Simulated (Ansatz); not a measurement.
`[NH]=[Mo](=[NH])([OH])[OH]` and `[NH]=[Mo](=[NH])([OH])[F]` differ in one atom or group.

Ansatz, PBE0-D4/def2-TZVP geometries, multiplicity 1. Each molecule was computed in one conformer, which needn't be the lowest.

Elements past krypton have def2 core potentials.

```csv
property,`[NH]=[Mo](=[NH])([OH])[OH]`
LUMO energy (B3LYP/def2-TZVPP) / eV,-1.49
zero-point energy (PBE0-D4/def2-TZVP) / kJ/mol,143.7
HOMO–LUMO gap (B3LYP/def2-TZVPP) / eV,6.04
HOMO energy (PBE0/def2-TZVPP) / eV,-7.76
size of the dipole moment (PBE/def2-TZVPP) / D,1.33
HOMO–LUMO gap (PBE0/def2-TZVPP) / eV,6.51
```

Task: Give the same properties after the change, and the shifts. (Estimate.)

Result: Computed: 
| property | `[NH]=[Mo](=[NH])([OH])[F]` | shift |
| --- | --- | --- |
| LUMO energy (B3LYP/def2-TZVPP) / eV | -1.89 | -0.40 |
| zero-point energy (PBE0-D4/def2-TZVP) / kJ/mol | 114.6 | -29.1 |
| HOMO–LUMO gap (B3LYP/def2-TZVPP) / eV | 6.00 | -0.04 |
| HOMO energy (PBE0/def2-TZVPP) / eV | -8.12 | -0.36 |
| size of the dipole moment (PBE/def2-TZVPP) / D | 2.81 | 1.48 |
| HOMO–LUMO gap (PBE0/def2-TZVPP) / eV | 6.48 | -0.03 |

The zero-point energy changes by -29.1 kJ/mol with -3 modes. Dipoles are sizes alone; their direction can turn.

B3LYP here is the variant with VWN-RPA as its local correlation; programs differ in this.
